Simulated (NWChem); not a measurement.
System: C$_{2}$H$_{3}$F$_{3}$Si; SMILES F[SiH2]C=C(F)F

NWChem printed, in part:

```
             Northwest Computational Chemistry Package (NWChem) 7.3.0
             --------------------------------------------------------

                             Geometry "geometry" -> ""
                             -------------------------

 Output coordinates in angstroms (scale by  1.889725989 to convert to a.u.)

  No.       Tag          Charge          X              Y              Z
 ---- ---------------- ---------- -------------- -------------- --------------
    1 F                    9.0000    -0.59998398     2.64832043    -0.21230043
    2 Si                  14.0000     0.43041202     1.39024743     0.12974557
    3 C                    6.0000    -0.62175798    -0.13804457     0.14082657
    4 C                    6.0000    -0.12880698    -1.37078257    -0.00467043
    5 F                    9.0000    -0.81856098    -2.47982157    -0.00305543
    6 F                    9.0000     1.15564802    -1.64920457    -0.17020743
    7 H                    1.0000     1.05152602     1.66450443     1.49423557
    8 H                    1.0000     1.50392502     1.30594743    -0.94666543
    9 H                    1.0000    -1.71175698    -0.05460157     0.28912457

 Effective nuclear repulsion energy (a.u.)     289.2753205575

                                Z-matrix (autoz)
                                --------

 Units are Angstrom for bonds and degrees for angles

[...]

      ----------------------
      Optimization converged
      ----------------------

  Step       Energy      Delta E   Gmax     Grms     Xrms     Xmax
  ---- ---------------- -------- -------- -------- -------- --------
@   40    -666.19090502 -1.7D-09  0.00000  0.00000  0.00002  0.00005
                                     ok       ok       ok       ok

                                Z-matrix (autoz)
                                --------

 Units are Angstrom for bonds and degrees for angles

[...]

 Rotational Constants
 --------------------
 A=   0.225494 cm-1  (  0.324428 K)
 B=   0.045250 cm-1  (  0.065104 K)
 C=   0.042646 cm-1  (  0.061357 K)

 Temperature                      =   298.15K
 frequency scaling parameter      =   1.0000

 Zero-Point correction to Energy  =   30.333 kcal/mol  (  0.048338 au)
 Thermal correction to Energy     =   34.484 kcal/mol  (  0.054954 au)
 Thermal correction to Enthalpy   =   35.076 kcal/mol  (  0.055898 au)

 Total Entropy                    =   83.530 cal/mol-K
   - Translational                =   40.038 cal/mol-K (mol. weight = 111.9956)
   - Rotational                   =   27.695 cal/mol-K (symmetry #  =        1)
   - Vibrational                  =   15.797 cal/mol-K

 Cv (constant volume heat capacity) =   21.917 cal/mol-K
   - Translational                  =    2.979 cal/mol-K
   - Rotational                     =    2.979 cal/mol-K
   - Vibrational                    =   15.958 cal/mol-K

[normal modes left out]

 ----------------------------------------------------------------------------
 Normal Eigenvalue ||           Projected Infra Red Intensities
  Mode   [cm**-1]  || [atomic units] [(debye/angs)**2] [(KM/mol)] [arbitrary]
 ------ ---------- || -------------- ----------------- ---------- -----------
    1       -0.000 ||    0.000036           0.001         0.035       0.005
    2        0.000 ||    0.000574           0.013         0.559       0.085
    3        0.000 ||    0.000033           0.001         0.032       0.005
    4        0.000 ||    0.000492           0.011         0.480       0.073
    5        0.000 ||    0.000139           0.003         0.135       0.021
    6        0.000 ||    0.000007           0.000         0.007       0.001
    7       36.578 ||    0.001329           0.031         1.296       0.197
    8      114.358 ||    0.001617           0.037         1.576       0.240
    9      163.734 ||    0.000956           0.022         0.932       0.142
   10      314.327 ||    0.008008           0.185         7.807       1.187
   11      430.380 ||    0.020608           0.475        20.089       3.055
   12      540.790 ||    0.039770           0.918        38.770       5.896
   13      638.641 ||    0.022005           0.508        21.452       3.262
   14      674.029 ||    0.001681           0.039         1.639       0.249
   15      752.577 ||    0.029496           0.680        28.754       4.372
   16      810.772 ||    0.058397           1.347        56.928       8.657
   17      827.452 ||    0.007951           0.183         7.751       1.179
   18      871.524 ||    0.019715           0.455        19.219       2.922
   19      932.752 ||    0.302618           6.982       295.007      44.860
   20      961.266 ||    0.192010           4.430       187.181      28.464
   21      999.753 ||    0.047374           1.093        46.182       7.023
   22     1197.479 ||    0.019603           0.452        19.110       2.906
   23     1392.879 ||    0.234470           5.409       228.573      34.758
   24     1785.254 ||    0.593609          13.695       578.679      87.996
   25     2273.742 ||    0.096344           2.223        93.921      14.282
   26     2283.357 ||    0.114798           2.648       111.911      17.018
   27     3226.396 ||    0.007739           0.179         7.544       1.147
 ----------------------------------------------------------------------------
```

Level: PBE0/def2-SVP. 

Question: Write an input that gives this output.

Answer: This is not unique; one that fits is the input that was run:
```
start job
memory heap 200 mb stack 900 mb global 1100 mb
geometry units angstroms noautosym
  F     -0.611923     2.659792    -0.201425
  Si     0.418473     1.401719     0.140621
  C     -0.633697    -0.126573     0.151702
  C     -0.140746    -1.359311     0.006205
  F     -0.830500    -2.468350     0.007820
  F      1.143709    -1.637733    -0.159332
  H      1.039587     1.675976     1.505111
  H      1.491986     1.317419    -0.935790
  H     -1.723696    -0.043130     0.300000
end
basis spherical
  * library def2-svp
end
dft
  xc pbe0
  grid fine
  iterations 150
end
driver
  maxiter 120
  tight
end
task dft optimize
task dft freq
```
